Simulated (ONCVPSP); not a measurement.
# selenium (Se): excitation energies, all-electron against ONCV

* Element: Se
* Generator: ONCVPSP 4.0.1
* Type: optimised norm-conserving Vanderbilt (ONCV)
* Functional: PBE
* Relativity: fully relativistic
* Frozen core: [Ar] 3d10
* Valence charge: 6
* Reference configuration: 4s2 4p2 (charge +2)
* Partial waves: 4s: rc 1.45 bohr, ncon 4, nbas 8, qcut 5 1/bohr, 2 projectors, debl 3.3 Ha; 4p: rc 1.55 bohr, ncon 3, nbas 7, qcut 6.1 1/bohr, 1 projector; d scattering state at 0.19 Ha: rc 1.50 bohr, ncon 4, nbas 7, qcut 5.9 1/bohr, 2 projectors, debl 2.4 Ha
* Local potential: polynomial inside 1.40 bohr (lpopt 5, dvloc0 6 Ha)
* Core correction: Teter function, fcfact 3.75, rcfact 1.75

Open shells are filled in proportion to 2j + 1.

Energies are relative to the spin-unpolarised reference configuration 4s2 4p2; without spin polarisation the order of configurations can differ from experiment.

```json
{"valence configuration": "4s2 4p4", "charge": "0", "ΔE all-electron (eV)": "-31.203", "error AE − PS (meV)": "-207"}
{"valence configuration": "4s2 4p3", "charge": "+1", "ΔE all-electron (eV)": "-20.353", "error AE − PS (meV)": "-70"}
{"valence configuration": "4s2 4p1", "charge": "+3", "ΔE all-electron (eV)": "30.875", "error AE − PS (meV)": "-113"}
{"valence configuration": "4s0 4p6", "charge": "0", "ΔE all-electron (eV)": "-9.253", "error AE − PS (meV)": "-259"}
```

Levels in the configuration 4s0 4p6:

```tsv
level	all-electron (eV)	pseudo (eV)
4p j=3/2	-7.571	-7.432
4p j=1/2	-7.984	-7.848
```

Note: no bound ghost flagged but for a GHOST(-) flag that falls on a real empty level of the atom; GHOST(+) flagged for d5/2 at 39.7 eV, d3/2 at 43.2 eV.
